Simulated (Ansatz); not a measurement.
ZnTe2⁻. The state is a doublet with charge -1. Geometry r2SCAN-D4/def2-TZVPD; atoms count from 1.

| atom | x (Å) | y (Å) | z (Å) |
| --- | --- | --- | --- |
| Zn1 | 1.4745 | 1.3095 | 0.1507 |
| Te2 | -1.1044 | -0.3837 | 1.1710 |
| Te3 | -0.3701 | -0.9259 | -1.3216 |

In the def2 sets Te takes a core potential; there is no spin–orbit coupling. Another isomer (doublet) lies 1.06 eV lower at PBE0-D4/def2-TZVPD; other spin states weren't run for this one.

**Question.** Estimate the Mulliken populations from the PBE0/def2-TZVPD orbitals of Ansatz.

**Answer.** 
| atom | charge (e) | spin (α − β) | d electrons |
| --- | --- | --- | --- |
| Zn1 | -0.16 | -0.03 | 10.02 |
| Te2 | -0.42 | 0.51 | – |
| Te3 | -0.42 | 0.51 | – |
Mulliken values depend strongly on the basis. With diffuse functions, as here, like atoms can get unlike values, and bond orders can come out too low or too high.

**Question.** Where does the spin sit?

**Answer.** Summed by element: Zn -0.03, Te 1.03, of 1 unpaired in all. Largest on single atoms: Te3 0.51, Te2 0.51, Zn1 -0.03.

**Question.** And the Mayer bond orders between heavy atoms (over 0.3)?

**Answer.** Zn1–Te2 0.32 (3.25 Å); Zn1–Te3 0.32 (3.25 Å); Te2–Te3 1.45 (2.65 Å).
